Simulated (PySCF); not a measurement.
Sn(F)(Et)(OH)2 (C2H7FO2Sn), SMILES C[CH2][Sn]([OH])([OH])[F]. Coordinates come from a PBE-D3(BJ)/def2-SVP optimisation. The structure was generated by enumeration; whether it is a known compound was not checked. The def2 effective core potentials stand for the cores of Sn; spin–orbit coupling is left out. Other conformers were not sampled.

Computed equilibrium geometry at PBE-D3(BJ)/def2-SVP (PySCF confirms it by a frequency run) as Cartesian coordinates in Å (one conformer of several):
```xyz
13

C     -2.7865     0.2159     0.1881
C     -1.7452    -0.2738    -0.8173
Sn     0.2650    -0.0278    -0.0673
O      1.2130     1.7110    -0.3949
O      1.4393    -1.5271    -0.6712
F      0.1979    -0.0545     1.9030
H     -2.7127     1.3087     0.3590
H     -2.6742    -0.2795     1.1726
H     -3.8122     0.0086    -0.1825
H     -1.7837     0.2721    -1.7811
H     -1.8327    -1.3569    -1.0369
H      1.3878     2.1058     0.4837
H      2.3699    -1.3020    -0.4743
```
Charge 0, spin multiplicity 1.
